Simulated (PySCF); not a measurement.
Species: C6H12Si.
Numbering: `[CH2:1]=[CH:2][C@@H:3]1[CH2:4][CH2:5][C@H:6]1[SiH3:7]` (hydrogens: H8, H9 on C1; H10 on C2; H11 on C3; H12, H13 on C4; H14, H15 on C5; H16 on C6; H17, H18, H19 on Si7)

A PySCF run (density fitting, gas phase, GFN2-xTB geometry) gave HOMO -9.48 eV, LUMO 4.29 eV, dipole 0.64 D and E = -523.047 Eh.

Task: Which of these levels was it?
A. HF/6-31G*
B. wB97X/pcSseg-1
C. PBE0/IGLO-II

Result: A. It is HF/6-31G*. All candidates on this geometry:

```tsv
level and settings	kind	basis functions	SCF cycles	E (Eh)	HOMO (eV)	LUMO (eV)	dipole (D)
PBE0/IGLO-II, start guess huckel, damping 0.2 at the start, DIIS from the seventh cycle	global hybrid	239	24	-524.9234	-7.22	0.27	0.68
wB97X/pcSseg-1	range-separated hybrid	186	12	-525.1896	-9.57	2.46	0.61
HF/6-31G*	Hartree–Fock	126	10	-523.0474	-9.48	4.29	0.64
```

The nearest other candidate, by the summed differences of HOMO and LUMO, is wB97X/pcSseg-1: its HOMO differs by -0.09 eV and its LUMO by -1.83 eV. Cycle counts include a coarse-grid stage where the run had one. All basis functions are spherical, in the Pople sets too.

Shape of the structure used: `[CH2:1]=[CH:2][C@@H:3]1[CH2:4][CH2:5][C@H:6]1[SiH3:7]`: C1–C2–C3–C4 -140°.
